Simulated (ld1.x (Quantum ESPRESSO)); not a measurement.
Pseudopotential generation for selenium (Se): PAW, PBE, scalar-relativistic.

Input for ld1.x (Quantum ESPRESSO) 7.5:

```
&input
   title='Se', zed=34., rel=1, dft='PBE', iswitch=3,
   config='[Ar] 3d10 4s2 4p4',
   nld=3, rlderiv=1.35, eminld=-18.0, emaxld=5.0, deld=0.04
 /
 &inputp
   pseudotype=3, lpaw=.true., tm=.true., lloc=-1, rcloc=0.85,
   nlcc=.true.,
   which_augfun='PSQ', rmatch_augfun_nc=.true.,
   file_pseudopw='Se.UPF', file_wfcaegen='ae.wfc', file_wfcncgen='nc.wfc', file_beta='beta', file_chi='chi', file_wfcusgen='us.wfc'
 /
6
3S  1  0   2.00   0.00  0.75  0.80  0.0
4S  2  0   2.00   0.00  0.75  0.80  0.0
3P  2  1   6.00   0.00  1.10  1.25  0.0
4P  3  1   4.00   0.00  1.10  1.25  0.0
3D  3  2  10.00   0.00  0.90  1.10  0.0
3D  3  2   0.00  -0.40  0.90  1.10  0.0
 &test
   configts(1)='3s2 3p6 3d10 4s2 4p4'
 /
```

Command:

```bash
ld1.x < Se.in > Se.out
```

Output (shortened: banner, matrices, multipoles, cross overlaps and the repeated all-electron block are left out):

```
Program LD1 v.7.5
     --------------------------- All-electron run ----------------------------

     Se
     scalar relativistic calculation

     atomic number is 34.00
     dft =PBE   lsd =0 sic =0 latt =0  beta=0.20 tr2=1.0E-14
     Exchange-correlation= PBE
                           (   1   4   3   4   0   0   0)
     mesh =1211 r(mesh) =  99.34906 a.u. xmin = -7.00 dx = 0.01250
     1 Ry =  13.60569312 eV, c = 137.03599908

     n l     nl                  e(Ry)          e(Ha)          e(eV)
     1 0     1S 1( 2.00)      -919.1109      -459.5554    -12505.1404
     2 0     2S 1( 2.00)      -118.1270       -59.0635     -1607.1992
     2 1     2P 1( 6.00)      -103.8987       -51.9494     -1413.6139
     3 0     3S 1( 2.00)       -15.6929        -7.8465      -213.5132
     3 1     3P 1( 6.00)       -11.2438        -5.6219      -152.9802
     3 2     3D 1(10.00)        -3.9046        -1.9523       -53.1252
     4 0     4S 1( 2.00)        -1.2706        -0.6353       -17.2871
     4 1     4P 1( 4.00)        -0.4786        -0.2393        -6.5114

     final scf error:  7.1E-15 reached in  37 iterations

     Etot =   -4859.930912 Ry,   -2429.965456 Ha,  -66122.728588 eV

     Ekin =    4959.210068 Ry,    2479.605034 Ha,   67473.490323 eV
     Encl =  -11716.142983 Ry,   -5858.071491 Ha, -159406.246009 eV
     Eh   =    2072.608841 Ry,    1036.304420 Ha,   28199.279851 eV
     Exc  =    -175.606838 Ry,     -87.803419 Ha,   -2389.252753 eV

     normalization and overlap integrals

     s(1S/1S) =  1.000000  <r> =   0.0441  <r2> =    0.0026  r(max) =   0.0287
     s(2S/2S) =  1.000000  <r> =   0.1959  <r2> =    0.0453  r(max) =   0.1651
     s(2P/2P) =  1.000000  <r> =   0.1711  <r2> =    0.0359  r(max) =   0.1318
     s(3S/3S) =  1.000000  <r> =   0.5740  <r2> =    0.3794  r(max) =   0.5021
     s(3P/3P) =  1.000000  <r> =   0.5896  <r2> =    0.4078  r(max) =   0.5021
     s(3D/3D) =  1.000000  <r> =   0.6306  <r2> =    0.4978  r(max) =   0.4544
     s(4S/4S) =  1.000000  <r> =   1.7954  <r2> =    3.7077  r(max) =   1.5085
     s(4P/4P) =  1.000000  <r> =   2.3024  <r2> =    6.2781  r(max) =   1.8196

     ------------------------ End of All-electron run ------------------------

     --------------------- Generating PAW atomic setup --------------------

      Generating local potential from pseudized AE potential:
      Matching radius rcloc =   0.8500

      Local pseudo, rcloc= 0.860 Estimated cut-off energy=    33.19 Ry

      Computing core charge for nlcc:

       r > 0.26 : true rho core
       r < 0.26 : rho core = a sin(br)/r    a= 135.22  b=  10.07

      Integrated core pseudo-charge :   4.88
      Wfc-us  3S rcutus= 0.797  Estimated cut-off energy=    81.66 Ry
      Wfc-us  4S rcutus= 0.797  Estimated cut-off energy=   154.47 Ry
      Wfc-us  3P rcutus= 1.251  Estimated cut-off energy=    56.45 Ry
      Wfc-us  4P rcutus= 1.251  Estimated cut-off energy=    43.88 Ry
      Wfc-us  3D rcutus= 1.104  Estimated cut-off energy=    97.84 Ry
      Wfc-us  3D rcutus= 1.104  Estimated cut-off energy=   169.88 Ry

     Required augmentation: PSQ   radius:    1.250000

     Q pseudized with Bessel functions
     Expected ecutrho=     647.6767 due to l1=  0   l2=  2

     Estimated PAW energy = -856.329236 Ryd

     ------------------- End of pseudopotential generation -------------------

     Computing logarithmic derivative in   1.35650
     Computing logarithmic derivative in   1.35650
     Computing the partial wave expansion
     R is outside the sphere for l=    0 j= 0.00
     R is outside the sphere for l=    0 j= 0.00
     R is outside the sphere for l=    1 j= 0.00
     R is outside the sphere for l=    1 j= 0.00
     R is outside the sphere for l=    2 j= 0.00
     R is outside the sphere for l=    2 j= 0.00

     ---------------------- Testing the pseudopotential ----------------------

     Se
     scalar relativistic calculation

     atomic number is 34.00   valence charge is 24.00
     dft = SLA  PW   PBX  PBC   lsd =0 sic =0 latt =0  beta=0.20 tr2=1.0E-14
     mesh =1211 r(mesh) =  99.34906 xmin = -7.00 dx = 0.01250

     n l     nl             e AE (Ry)        e PS (Ry)    De AE-PS (Ry)
     1 0     3S   1( 2.00)      -15.69293      -15.69250       -0.00043
     2 1     3P   1( 6.00)      -11.24384      -11.24345       -0.00039
     3 2     3D   1(10.00)       -3.90463       -3.90427       -0.00036
     2 0     4S   1( 2.00)       -1.27058       -1.27047       -0.00011
     3 1     4P   1( 4.00)       -0.47858       -0.47855       -0.00002

     eps = 9.0E-15  iter =  7

     Etot =   -4859.930912 Ry,   -2429.965456 Ha,  -66122.728588 eV
     Etotps =  -856.329107 Ry,    -428.164554 Ha,  -11650.951045 eV

     Ekin =     815.693388 Ry,     407.846694 Ha,   11098.073915 eV
     Encl =   -2117.373027 Ry,   -1058.686513 Ha,  -28808.327627 eV
     Ehrt =     620.958080 Ry,     310.479040 Ha,    8448.565080 eV
     Ecxc =    -175.607548 Ry,     -87.803774 Ha,   -2389.262412 eV
     (Ecc =     -26.787082 Ry,     -13.393541 Ha,    -364.456815 eV)

     ---------------------- End of pseudopotential test ----------------------
```

Generation and configuration tests took about 3.1 s on one core of a shared server CPU.
